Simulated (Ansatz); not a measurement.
Reaction (formal exchange of groups at a C–Si bond): `[SiH3]C(Cl)Cl` + `C[SiH3]` → `[SiH3]CC(Cl)Cl` + SiH₄

Isolated molecules relaxed with PBE0-D4/def2-TZVP in Ansatz; ΔE leaves out vibrations. CCSD(T)/CBS is the MP2 limit (def2-TZVPP, def2-QZVPP) plus CCSD(T) − MP2 in def2-TZVPP, frozen cores. This one scheme is used for every species. One conformer a species, not always the lowest.

`[SiH3]C(Cl)Cl`:

```xyz
8

Si   -0.488    0.800   -0.288
C     0.327   -0.813    0.291
Cl    1.287   -0.497    1.751
Cl    1.328   -1.471   -1.021
H    -1.313    0.501   -1.485
H    -1.344    1.309    0.811
H     0.591    1.760   -0.611
H    -0.389   -1.589    0.553
```

`C[SiH3]`:

Z-matrix (Å, degrees):
```
C
Si 1 1.871
H 1 1.092 2 110.8
H 1 1.092 2 110.8 3 -120.0
H 1 1.092 2 110.8 3 120.0
H 2 1.488 1 110.7 3 -179.9
H 2 1.488 1 110.7 3 -59.9
H 2 1.488 1 110.7 3 60.1
```

`[SiH3]CC(Cl)Cl`:

```xyz
11

Si   -1.465   -0.421    0.200
C     0.394   -0.557   -0.121
C     1.104    0.767   -0.202
Cl    2.837    0.561   -0.559
Cl    0.903    1.699    1.301
H    -1.762   -0.147    1.626
H    -2.030    0.665   -0.645
H    -2.090   -1.712   -0.189
H     0.854   -1.172    0.658
H     0.542   -1.080   -1.071
H     0.713    1.397   -0.997
```

SiH₄:

Z-matrix (Å, degrees):
```
Si
H 1 1.485
H 1 1.485 2 109.5
H 1 1.485 2 109.5 3 -120.0
H 1 1.485 2 109.5 3 120.0
```

```tsv
species	CCSD(T)/CBS(def2) energy (Eh)
`[SiH3]C(Cl)Cl`	-1249.07910
`C[SiH3]`	-330.73916
`[SiH3]CC(Cl)Cl`	-1288.34667
SiH₄	-291.46306
```

(1) Work out ΔE.

Largest T1 diagnostic among the species: 0.011.

## Answers

(1) ΔE = (-1288.34667) + (-291.46306) − (-1249.07910) − (-330.73916) = 0.00853 Eh = +22.4 kJ/mol.

The D4 term adds −4.3 kJ/mol with B3LYP and −2.5 kJ/mol with PBE0; it sums over pairs of atoms, weighted by their polarisabilities, and B3LYP, whose exchange is more repulsive, gets the larger term. In def2-TZVPP, CCSD(T) changes the Hartree–Fock value by −4.9 kJ/mol (the triples alone add −1.2 kJ/mol) and MP2 by −5.1 kJ/mol.

B3LYP here is the variant with VWN-RPA as its local correlation; programs differ in this.
